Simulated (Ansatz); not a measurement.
A structure relaxed at PBE0-D4/def2-SVP in Ansatz, charge 0, singlet:

```xyz
5

Ge   -0.056    0.110   -0.202
I     1.895    0.716    1.257
I    -1.324   -1.822    0.781
H     0.484   -0.321   -1.571
H    -1.000    1.317   -0.266
```

(1) Give its formula, name or SMILES and point group.

(2) Summarise the bond lengths by kind (pairs closer than 1.2 times the sum of covalent radii, bridged metal pairs left out).

Results:

(1) GeI2H2 (GeH2I2). Point group C2v (tolerance 0.1 Å).

(2) 2 × Ge–I 2.51 Å; 2 × Ge–H 1.53 Å.

In the def2 sets I takes a core potential; there is no spin–orbit coupling.
